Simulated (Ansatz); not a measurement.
`FC[SiH](F)[SiH3]` + H₂ → `C[SiH](F)[SiH3]` + H–F at 400 K and 1 bar (hydrogenolysis of a C–F bond).

Isolated molecules relaxed with PBE0-D4/def2-TZVP in Ansatz; ΔE leaves out vibrations. CCSD(T)/CBS adds triple-zeta CCSD(T) − MP2 to the extrapolated MP2 energy (def2 sets, frozen cores). This one scheme is used for every species. One conformer a species, not always the lowest.

| species | CCSD(T)/CBS energy (Eh) | H − E (kJ/mol) | S (J/(mol·K)) |
| --- | --- | --- | --- |
| `FC[SiH](F)[SiH3]` | -819.44559 | 211.6 | 414.8 |
| H₂ | -1.17544 | 38.0 | 139.0 |
| `C[SiH](F)[SiH3]` | -720.28056 | 226.4 | 386.5 |
| H–F | -100.39570 | 36.5 | 182.2 |

H − E and S are ideal-gas, rigid-rotor, harmonic terms from PBE0-D4/def2-TZVP, for one conformer and one mirror image of each species. For small species the MP2-based limit differs from directly extrapolated CCSD(T) by up to some mEh (0.8 for H₂); such offsets cancel only in part. 1 Eh = 2625.50 kJ/mol, R = 8.31446 J/(mol·K).

Question: By hand: ΔE, ΔH, ΔS and ΔG.

Answer: ΔE = (-720.28056) + (-100.39570) − (-819.44559) − (-1.17544) = -0.05523 Eh = -145.0 kJ/mol. Δ(H − E) = 226.4 + 36.5 − 211.6 − 38.0 = 13.3, so ΔH = -131.7 kJ/mol. ΔS = 386.5 + 182.2 − 414.8 − 139.0 = 14.9 J/(mol·K). ΔG = -131.7 − 400 × (14.9)/1000 = -137.7 kJ/mol.

Question: By hand: the equilibrium constant, and the temperature at which ΔG would vanish if ΔH and ΔS stayed fixed.

Answer: log₁₀ K = −ΔG/(RT ln 10) = 18.0. ΔH and −TΔS have one sign here, so there is no such temperature.

The number of gas molecules stays the same, so ΔS is small and ΔH decides. A doubt of 5 kJ/mol in ΔE shifts log₁₀ K by 0.7 here. Other conformers and mirror images would add mixing entropy, several J/(mol·K) or more a flexible species. Modes under 60 cm⁻¹, often nearly free rotors, make the harmonic entropy too high. These are equilibria of isolated gas molecules and say nothing of rates. Largest T1 diagnostic: 0.012 (customary marks: 0.02 for closed shells, 0.045 for open ones).
